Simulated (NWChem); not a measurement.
System: C3H8N, doublet; SMILES C[CH]NC

Input file for NWChem:

```
start job
memory heap 200 mb stack 900 mb global 1100 mb
geometry units angstroms noautoz
  C      0.504835     1.545177     0.068113
  C     -0.673076     0.667834    -0.167217
  N     -0.616815    -0.680196     0.168223
  C      0.566840    -1.458255    -0.085859
  H      1.400855     1.218750    -0.488393
  H      0.281092     2.571217    -0.257632
  H      0.801380     1.600027     1.138143
  H     -1.673205     1.101970    -0.073496
  H     -1.473928    -1.177654    -0.042112
  H      0.848839    -1.511749    -1.158301
  H      0.417883    -2.484878     0.279096
  H      1.428135    -1.043666     0.460396
end
basis spherical
  * library aug-pcseg-1
end
dft
  odft
  mult 2
  xc hfexch
  iterations 150
  mulliken
end
task dft energy
```

Geometry: optimised at PBE0/def2-SVP, spin-unrestricted. No frequency run checked for a minimum. No stability test was run on the SCF state.

### Question
What results follow from this input? (UHF/aug-pcseg-1.) Quantities: basis functions; energy (Ha); highest occupied level (eV); lowest empty minus highest occupied level, either spin (eV); dipole (D); <S²>.

### Answer
| Item | Result |
|---|---|
| number of basis functions | 164 |
| energy (Ha) | -172.62 |
| highest occupied level (eV) | -7.33 |
| lowest empty minus highest occupied level, either spin (eV) | 8.18 |
| dipole (D) | 0.69 |
| <S²> | 0.763 |
